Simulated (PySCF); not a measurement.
Consider `C#CC/C([S-])=C/C` ([C6H7S]-). Numbering: `[CH:1]#[C:2][CH2:3]/[C:4]([S-:5])=[CH:6]/[CH3:7]`

These are calculated values, CAM-B3LYP-D3(BJ)/ma-def2-SVP in PySCF (grid level 2) at geometries from PBE0-D3(BJ)/def2-SVP. The prefix ma- adds one diffuse s and one diffuse p function on all atoms but H. Zero-point and thermal terms (298.15 K, 1 bar) come from unscaled GFN2-xTB harmonic frequencies, with soft modes damped to free rotors in the entropy. These were taken at the GFN2-xTB minima.

Task: What are the vertical and the adiabatic detachment energy for forming the radical?

Result: 2.24 eV vertical and 2.16 eV adiabatic, the latter with zero-point energy.

Task: Where does the unpaired spin of the relaxed radical sit?

Result: S5 (sulfur) 0.69, C6 (alkene carbon) 0.46, C4 (alkene carbon) -0.16 (intrinsic atomic orbital populations).

Task: What oxidation potential follows in DMF (IEF-PCM), on the absolute scale?

Result: In the gas phase ΔG of oxidation is 2.142 eV, and solvation is -239.9 kJ/mol for the parent and -19.1 kJ/mol for the product, so the absolute potential is 4.43 V. The solvent is electrostatics only, on gas-phase structures; the absolute scale refers to an electron at rest in vacuum.

Task: How far is −ε(HOMO) from the vertical value by ΔSCF?

Result: −ε(HOMO) = 1.61 eV, which is 0.63 eV below the ΔSCF value.

Caveats: structures of the anions come from def2-SVP, which lacks diffuse functions; ma-def2-SVP is a small basis, whose errors can reach tens of kJ/mol.
